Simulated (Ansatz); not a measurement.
Reactions of Cl2H2Sn, SMILES `[Cl][SnH2][Cl]`.

Computed with Ansatz on PBE0-D4/def2-TZVP structures; ΔE is electronic, products minus reactants. CBS: MP2 limit from def2 TZ/QZ plus the TZ coupled-cluster correction, frozen cores. This one scheme is used for every species, atoms too. Functionals use def2-TZVPP. No spin–orbit coupling; open shells (•) take unrestricted orbitals. Spin–orbit coupling would lower the free atoms: a little for Cl; strongly for Sn. def2 core potentials past Kr. For Br, I, Se, Sn outer-core shells are correlated without core-valence functions, so the limit isn't a true one: a few kJ/mol of doubt a bond, and 10 to 20 or more in all where bonds break to atoms. Scalar relativity is left out up to krypton. Each species was taken in one conformer, which may not be the lowest.

```
                                                  reaction  CCSD(T)/CBS(def2) (eV)
`[Cl][SnH2][Cl]` + `O[SiH3]` → `[SiH3][O][SnH2][Cl]` + HCl                    0.47
                     `[Cl][SnH2][Cl]` → 2 Cl• + 2 H• + Sn•                       ?
                    `[Cl][SnH2][Cl]` → Cl• + `[Cl][SnH2]`•                    4.15
    `[Cl][SnH2][Cl]` + `N=C=O` → `O=C=[N][SnH2][Cl]` + HCl                       ?
     `[Cl][SnH2][Cl]` + `C[SeH]` → `C[Se][SnH2][Cl]` + HCl                       ?
           `[Cl][SnH2][Cl]` + H₂O → `[OH][SnH2][Cl]` + HCl                    0.70
           `[Cl][SnH2][Cl]` + HBr → `[Cl][SnH2][Br]` + HCl                   -0.16
                    `[Cl][SnH2][Cl]` → `[Cl][Sn][Cl]` + H₂                   -0.24
             `[Cl][SnH2][Cl]` + HI → `[Cl][SnH2][I]` + HCl                   -0.26
           `[Cl][SnH2][Cl]` + H₂S → `[SH][SnH2][Cl]` + HCl                    0.27
```

Fill in the missing values. (Best estimate.)

Ansatz gave: `[Cl][SnH2][Cl]` → 2 Cl• + 2 H• + Sn•: +12.78 eV; `[Cl][SnH2][Cl]` + `N=C=O` → `O=C=[N][SnH2][Cl]` + HCl: +0.41 eV; `[Cl][SnH2][Cl]` + `C[SeH]` → `C[Se][SnH2][Cl]` + HCl: +0.04 eV.

Largest T1 diagnostic: 0.018, for `N=C=O`.
